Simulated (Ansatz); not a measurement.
Species: CH$_{3}$OSi, charge 0, doublet. CH3OSi (SMILES C(=O)[SiH2], doublet).
B3LYP-D3(BJ)/def2-TZVP minimum from Ansatz (a first-principles code):
```xyz
6

O      1.5004     0.6178     0.4477
C      0.8045    -0.0191    -0.3135
Si    -1.0697    -0.2075    -0.0821
H      1.2537    -0.4988    -1.2120
H     -1.5935    -1.4765    -0.6443
H     -1.5149     0.0531     1.3046
```
Charge 0, spin multiplicity 2.

Atomisation energy term by term, kcal/mol (programs: Ansatz). Radicals and triplets start from unrestricted determinants; spin-orbit coupling is neglected. Cores are frozen in correlated methods. Rows without X2C or -DK are non-relativistic. CBS(X,Y): correlation extrapolated as X^-3, Hartree-Fock from the larger set. A bracket is a step between two methods taken in the basis named. '+ core + X2C': CCSD(T) terms for core correlation (cc-pwCVTZ, 1s frozen past Ne) and scalar relativity (cc-pVTZ-DK). For partners of very few electrons the exact lower level stands in for a higher one. The UHF reference of CH3OSi (O=C[SiH2], doublet) is spin-contaminated (<S^2> up to 0.11 over the pure value in the sets run).

```json
[
 {"term": "Hartree-Fock", "basis": "cc-pV(Q+d)Z", "kcal/mol": "340.61"},
 {"term": "CCSD correlation", "basis": "CBS(cc-pV(T+d)Z,cc-pV(Q+d)Z)", "kcal/mol": "134.45"},
 {"term": "(T)", "basis": "CBS(cc-pV(T+d)Z,cc-pV(Q+d)Z)", "kcal/mol": "10.22"},
 {"term": "CCSDT(Q) - CCSD(T)", "basis": "cc-pV(D+d)Z", "kcal/mol": "1.19"},
 {"term": "core correlation", "basis": "cc-pwCVTZ", "kcal/mol": "1.08"},
 {"term": "scalar relativity", "basis": "X2C, cc-pVTZ-DK", "kcal/mol": "-0.87"},
 {"term": "sum: De", "basis": "", "kcal/mol": "486.7"}
]
```
